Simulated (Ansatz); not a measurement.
```yaml
crystal:
  periodic: [false, false, false]
  atoms:
    - {symbol: C, position_ang: [-2.273065, 1.211849, 1.076335]}
    - {symbol: O, position_ang: [-1.051214, 0.927749, 0.465825]}
    - {symbol: Mo, position_ang: [0.262522, -0.315288, 0.471106]}
    - {symbol: F, position_ang: [1.695588, 0.872698, 0.548796]}
    - {symbol: F, position_ang: [-1.109165, -1.570520, 0.454400]}
    - {symbol: F, position_ang: [1.384982, -1.787099, 0.658566]}
    - {symbol: Cl, position_ang: [0.272868, -0.224140, 2.785330]}
    - {symbol: O, position_ang: [0.609957, -0.377059, -1.315505]}
    - {symbol: C, position_ang: [1.765634, -0.602882, -2.072308]}
    - {symbol: H, position_ang: [-2.690996, 2.115989, 0.631301]}
    - {symbol: H, position_ang: [-2.099742, 1.357296, 2.147807]}
    - {symbol: H, position_ang: [-2.948173, 0.363839, 0.927225]}
    - {symbol: H, position_ang: [2.483735, 0.196634, -1.863492]}
    - {symbol: H, position_ang: [2.199279, -1.565906, -1.785717]}
    - {symbol: H, position_ang: [1.497779, -0.603149, -3.129661]}
basis:
  gaussian: {orbitals: cc-pVTZ-DK}
total_charge: 1
magnetization: {spin_polarized: true, initial_magnetization: 1}
hamiltonian: {xc: {name: r2SCAN}, dispersion: rvv10}
accuracy: high
scf: {max_iter: 3}
```

```sh
$ ansatz run in.yaml --threads 4 --pin off --events-out ev --progress --plain --max-ram 46080MiB --backend cuda --devices 0, --max-vram 37GiB
```

Output, abridged:

```
Error: invalid value for `basis.gaussian`: such a run doesn't read scf.max_iter; remove what it names
```

Task: What is wrong with this run?

Result: The input holds a key that doesn't belong there. The program refused the input.
